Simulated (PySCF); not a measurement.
## Correlation energy of Sb³⁺ (antimony, charge +3)

[Kr] 4d10 5s2, closed-shell 1S. Computed with PySCF 2.14 in x2c-TZVPPall (8s6p4d2f, 60 functions), with the spin-free X2C one-electron Hamiltonian (Gaussian nucleus). Frozen: [Kr] 4d10; 2 electrons correlated.

With two correlated electrons CCSD is exact within the correlated space (frozen core and kept virtual orbitals).

```csv
level,correlation energy (mhartree)
CCSD,-35.22
```

Diagnostics: T1 = 0.0029, D1 = 0.0042, largest double amplitude 0.097.

Cost of the coupled-cluster step: of the order of 0.16 core-seconds, for 2 correlated electrons.
